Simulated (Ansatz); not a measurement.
A search over several starts for the lowest SCF solution of the cluster SbF₃ at the given spin, in a small basis.

```yaml
crystal:
  periodic: [false, false, false]
  atoms:
    - {symbol: Sb, position_ang: [-0.621352, -0.312187, 0.258772]}
    - {symbol: F, position_ang: [-0.849048, -0.120557, -1.626469]}
    - {symbol: F, position_ang: [0.232503, 1.363920, 0.861200]}
    - {symbol: F, position_ang: [1.237898, -0.931176, 0.506486]}
basis:
  gaussian: {orbitals: def2-SVP, initial_orbitals: start.molden}
magnetization: {spin_polarized: true, initial_magnetization: 2}
hamiltonian: {xc: pbe0, dispersion: d4}
output: {orbitals: {seedname: orbitals}}
```

The file start.molden holds the orbitals of an earlier run on this structure, at another level or in another basis.

```sh
$ ansatz run in.yaml --threads 4 --pin off --events-out ev --progress --plain --max-ram 3916MiB
```

It prints (some lines left out):

```
Functional definition: PBE0
714 factors; integrals over basis functions are off by at most 1.8e-4 eV
mean field evaluation 1: about -14670.4114 eV, gradient 1.9e1 eV
mean field evaluation 2: about -14670.7764 eV, gradient 4.4e-1 eV
mean field evaluation 4: about -14670.8818 eV, gradient 2.1e-3 eV
mean field evaluation 8: about -14665.6414 eV, gradient 3.7e1 eV
mean field evaluation 16: about -14670.8818 eV, gradient 5.6e-2 eV
mean field evaluation 32: about -14669.7842 eV, gradient 5.4e0 eV
mean field -14670.88182320 eV, -539.1449627219 hartree, gradient 2.8e-5 eV, S^2 2.007674; 3 other end points of the search recorded, 0 dependent functions left out
reference -14670.88184566 eV, -539.1449635472 hartree; 26, 24 occupied and 42, 44 virtual orbitals, 714 factors
Total energy: -14670.93994194 eV, -539.1470985461 hartree
```

Run time 1.6 s (4 threads of Arm Neoverse V2 on a shared host).

In the def2 sets Sb takes a core potential; there is no spin–orbit coupling. At PBE0-D4/def2-TZVP a singlet of charge 0 lies 5.26 eV below the triplet, each at its own geometry. The structure comes from a short search, and lower isomers may exist.
